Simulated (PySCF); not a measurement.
## Spinor energies of Pb³⁸⁺ (lead, charge +38)

Start: [Kr] 4d8; 4d3/2 filled at m_j = -3/2, -1/2, +1/2, +3/2; 4d5/2 filled at m_j = -1/2, +1/2, +3/2, +5/2. Calculated with PySCF 2.14 in an even-tempered Gaussian basis (16 s from 4.3 bohr⁻², ratio 2.8; 14 p from 5.6 bohr⁻², ratio 2.8; 9 d from 5.6 bohr⁻², ratio 2.8; 3 f from 25 bohr⁻², ratio 3): generalised Hartree-Fock with the X2C-1e Hamiltonian and a Gaussian nucleus; one run each with spin-orbit coupling (SO) switched off, then screened by Boettger's factors.

```tsv
spinor shell	electrons	ε, spin-free (eV)	ε, screened SO (eV)	weight of nominal j (screened SO)	rms radius, screened SO (bohr)
1s1/2	2	-90117.4	-90078.2	1.000	0.0181
2s1/2	2	-17606.5	-17593.7	1.000	0.0731
2p1/2	2	-15351.8	-16936.9	1.000	0.0618
2p3/2	4	-15351.8	-14741.2	1.000	0.0701
3s1/2	2	-5505.0	-5500.7	1.000	0.185
3p1/2	2	-4846.3	-5208.1	1.000	0.177
3p3/2	4	-4846.3	-4703.1	1.000	0.193
3d3/2	4	-4168.7	-4232.3	1.000	0.168
3d5/2	6	-4168.7	-4122.7	1.000	0.173
4s1/2	2	-2346.7	-2345.1	1.000	0.383
4p1/2	2	-2101.4	-2215.8	1.000	0.384
4p3/2	4	-2101.4	-2054.9	1.000	0.415
4d3/2	4	-1837.0	-1854.8	0.994	0.401
4d5/2	4	-1837.0	-1823.4	0.996	0.409
```

```
   quantity     spin-free   screened SO
E (hartree)  -20013.16174  -20052.04225
        M_J             4             4
       ⟨J²⟩        20.001        20.001
       ⟨L²⟩        12.001        13.184
       ⟨S²⟩         2.000         1.871
```

Each row is a mean over spinors that exchange with the open shell spreads, by up to 23.424 eV (4p3/2).

Breit and QED terms are absent; they matter most for the inner s and p1/2 levels.

Densities and radii are taken from the X2C orbitals without a picture-change correction, which distorts them close to the nucleus.

Without spin-orbit coupling the j labels of p, d and f shells carry no meaning; the spin-free column gives the mean over the occupied spinors of each nl shell.
